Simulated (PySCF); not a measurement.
Level of theory: UPBE0 in PySCF with Tc def2-SVP with ECP28, S def2-SVP; scalar-relativistic core potentials, no spin–orbit coupling; density-fitted integrals.

```xyz
4
charge 0 multiplicity 2, angstrom
Tc    0.0000    0.0000   -0.2131
S     2.0363    0.0000    0.2158
S    -1.0181    1.7635    0.2158
S    -1.0182   -1.7635    0.2158
```

TcS₃ (doublet), along the line from Tc1 (at 0) through S2 (at 2.081 Å). Core electrons replaced by a potential are absent, the electrostatic potential uses the reduced nuclear charge, and values within about 0.7 Å of such atoms have no physical meaning.

Question: Tabulate the fields along this line at -0.73, 0.83, 1.04, 1.25, 1.46, 1.66, 1.87, 2.19, 2.39, 2.60, 2.81, 3.02, 3.23 Å.

Answer: 
```tsv
distance (Å)	electron density (e/Å³)	spin density (e/Å³)	electron localisation function	electrostatic potential (V)
-0.73	2.55	0.141	0.714	46.6
0.83	1.69	0.0727	0.437	32.4
1.04	1.09	0.0113	0.467	19.9
1.25	1.21	-0.0115	0.741	23.2
1.46	1.46	-0.0201	0.377	46.2
1.66	3.61	-0.00939	0.147	112
1.87	58.9	-0.0196	0.858	399
2.19	177	-0.0358	0.291	1250
2.39	14.4	0.000142	0.717	192
2.60	1.67	0.00413	0.113	69.8
2.81	1.04	0.005	0.813	28.8
3.02	0.578	0.00357	0.928	12.1
3.23	0.274	0.00174	0.894	5.19
```

On a grid of 0.10 Å the density has a local minimum along the bond near 1.04 Å from Tc, at 1.09 e/Å³, where the ELF is 0.47.

Other spin states or occupations of the open shell can lie lower.
